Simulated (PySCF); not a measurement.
C3H4AlF.
SMILES: `[AlH]([F])[C]#CC`

Method used: MP2 and CCSD/aug-cc-pVDZ in PySCF, restricted Hartree–Fock reference, frozen core, non-relativistic, gas phase, PBE0-D3(BJ)/def2-SVP geometry.

E(HF) = -457.35206 Eh.

(1) How large is the problem?

(2) What are the MP2 and CCSD correlation energies?

(3) What is the T1 diagnostic?

(4) How does correlation change the dipole moment?

Answers

(1) 155 basis functions and 44 electrons; 9 orbitals frozen, which leaves o = 13 correlated occupied and v = 133 virtual orbitals. That is o·v = 1729 singles and o·v(o·v + 1)/2 = 1495585 distinct closed-shell doubles amplitudes before symmetry; the costliest CCSD step grows as o²v⁴ = 5.3 × 10^10.

(2) MP2 -0.6725 Eh and CCSD -0.7046 Eh, which gives totals of -458.02453 and -458.05666 Eh. That is 0.737 eV for each correlated electron at CCSD (1850 kJ/mol in all, 0.154 % of the total energy); MP2 gives 95.4 % of the CCSD value.

(3) 0.0132, below the customary warning level of 0.02. It is the norm of the spatial-orbital singles amplitudes over the root of the number of correlated electrons, so the norm is 0.067.

(4) HF gives 3.12 D and CCSD (unrelaxed density) 2.85 D, a change of -0.27 D.

Connected triples and the basis-set limit are missing.
